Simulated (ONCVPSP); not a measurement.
Reading a pseudo-wave (strontium (Sr))

Columns: radius, all-electron u(r) and pseudo u(r) of the 4s shell (level -47.23 eV) of strontium in the configuration [Ar] 3d10 4s2 4p6 5s1; PBE, scalar-relativistic, ONCV scheme, ONCVPSP 4.0.1.

| r (bohr) | all-electron | pseudo |
| --- | --- | --- |
| 0.105 | 0.3135 | 0.0968 |
| 0.210 | -0.0395 | 0.1949 |
| 0.315 | -0.4578 | 0.2949 |
| 0.420 | -0.4718 | 0.3964 |
| 0.525 | -0.2186 | 0.4975 |
| 0.630 | 0.1193 | 0.5955 |
| 0.735 | 0.4341 | 0.6864 |
| 0.840 | 0.6805 | 0.7661 |
| 0.945 | 0.8486 | 0.8303 |
| 1.050 | 0.9458 | 0.8753 |
| 1.155 | 0.9848 | 0.8988 |
| 1.260 | 0.9793 | 0.9003 |
| 1.365 | 0.9423 | 0.8809 |
| 1.470 | 0.8846 | 0.8433 |
| 1.575 | 0.8149 | 0.7911 |
| 1.680 | 0.7396 | 0.7283 |
| 1.785 | 0.6633 | 0.6592 |
| 1.890 | 0.5891 | 0.5882 |
| 1.995 | 0.5190 | 0.5189 |
| 2.100 | 0.4543 | 0.4542 |
| 2.205 | 0.3954 | 0.3954 |
| 2.310 | 0.3426 | 0.3425 |
| 2.415 | 0.2956 | 0.2956 |
| 2.520 | 0.2542 | 0.2542 |
| 2.625 | 0.2180 | 0.2180 |
| 2.730 | 0.1864 | 0.1864 |

How many radial nodes do the two functions have?

The all-electron 4s function has n − l − 1 = 3 (the table is too coarse to show those close to the nucleus); the pseudo-wave has 0, since the states of the same l below it are removed with the core.

At about which radius was the pseudo-wave matched?

2.10 bohr, where the columns begin to agree (steps of 0.10 bohr).

Where does each function peak?

Outermost all-electron maximum near 1.16 bohr, pseudo maximum near 1.26 bohr (to the table’s step).

Is the pseudo-wave norm-conserving?

Yes: the ONCV scheme keeps the norm inside the radius equal to the all-electron one, which fixes the energy derivative of the logarithmic derivative at the level.
